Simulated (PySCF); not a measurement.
A PySCF script (with the pyscf-properties extension) for the NMR shieldings of `[SiH3]NB1C=CC=CC=C1`, C6H10BNSi, on a GFN2-xTB geometry:

```python
import basis_set_exchange as bse
import numpy as np
from pyscf import gto, dft
from pyscf.prop import nmr

atoms = """
Si    3.273465   -0.117535   -0.243708
N     1.857527    0.391468    0.615667
B     0.475311    0.224539    0.327617
C    -0.548790    0.818325    1.313536
C    -1.900821    0.755200    1.276132
C    -2.735905    0.117417    0.316583
C    -2.421967   -0.562951   -0.816446
C    -1.157629   -0.847460   -1.404711
C     0.077308   -0.527450   -0.952428
H     3.296731   -1.578104   -0.382174
H     4.401258    0.335861    0.574143
H     3.323216    0.505980   -1.570815
H     2.051754    0.894729    1.469298
H    -0.147399    1.368838    2.162457
H    -2.457074    1.239882    2.074670
H    -3.795737    0.197560    0.534436
H    -3.265997   -0.951644   -1.376715
H    -1.230816   -1.399390   -2.338285
H     0.895763   -0.856016   -1.586720
"""
names = dict.fromkeys(["Si", "N", "B", "C", "H"], "pcSseg-1")
basis = {el: gto.basis.parse(bse.get_basis(n, elements=[el], fmt="nwchem")) for el, n in names.items()}
mol = gto.M(atom=atoms, basis=basis, charge=0, verbose=0)
mf = dft.RKS(mol, xc="PBE0")
mf.grids.level = 2
mf.grids.alignment = dft.numint.BLKSIZE   # the property module wants whole blocks of grid points
mf.conv_tol = 1e-9
mf.kernel()

calc = nmr.RKS(mf)   # GIAO
C = mf.mo_coeff
Co = C[:, mf.mo_occ > 0]
resp = mf.gen_response(singlet=True, hermi=2)
def vind(x):   # induced exchange potential for any number of trial vectors
    d = np.einsum("pi,xij,qj->xpq", C, 2 * x.reshape(-1, C.shape[1], Co.shape[1]), Co, optimize=True)
    return np.einsum("xpq,pi,qj->xij", resp(d - d.transpose(0, 2, 1)), C, Co, optimize=True).ravel()
mo1, _ = nmr.rhf.solve_mo1(calc, with_cphf=vind)
sigma = calc.kernel(mo1)
for i, s in enumerate(sigma):   # ppm
    w = np.linalg.eigvalsh((s + s.T) / 2)
    print("%2d %-2s iso %8.1f  s11 %8.1f  s22 %8.1f  s33 %8.1f" % (i, mol.atom_pure_symbol(i), w.mean(), *w))
```

**Question.** What does it print?

**Answer.** 
```
 0 Si iso    410.7  s11    374.1  s22    392.3  s33    465.7
 1 N  iso    190.6  s11    122.6  s22    220.8  s33    228.3
 2 B  iso     65.8  s11     40.4  s22     44.7  s33    112.1
 3 C  iso     30.7  s11    -93.5  s22     30.0  s33    155.7
 4 C  iso     35.4  s11    -86.6  s22     34.3  s33    158.7
 5 C  iso     46.5  s11    -63.6  s22     46.7  s33    156.5
 6 C  iso     46.9  s11    -63.3  s22     48.1  s33    156.0
 7 C  iso     35.6  s11    -85.9  s22     32.8  s33    159.9
 8 C  iso     35.8  s11    -91.4  s22     28.8  s33    170.2
 9 H  iso     26.8  s11     23.7  s22     24.9  s33     31.7
10 H  iso     27.0  s11     23.4  s22     25.8  s33     31.9
11 H  iso     26.8  s11     23.7  s22     24.8  s33     31.7
12 H  iso     28.7  s11     20.9  s22     29.0  s33     36.3
13 H  iso     24.5  s11     20.6  s22     22.7  s33     30.2
14 H  iso     24.0  s11     20.5  s22     23.3  s33     28.2
15 H  iso     24.6  s11     21.1  s22     24.5  s33     28.3
16 H  iso     24.6  s11     21.1  s22     24.4  s33     28.2
17 H  iso     23.9  s11     20.4  s22     22.9  s33     28.3
18 H  iso     24.2  s11     20.1  s22     21.9  s33     30.6
```

These numbers come from an equivalent density-fitted implementation of the same equations, which agrees with the script to about 0.01 ppm for H and up to a few tenths of a ppm for heavy atoms, so last digits may differ.

Size and cost of the density-fitted run: 210 basis functions, 42 s wall time on 1 thread of an Arm Neoverse V2, shared host; peak memory 0.99 GiB.
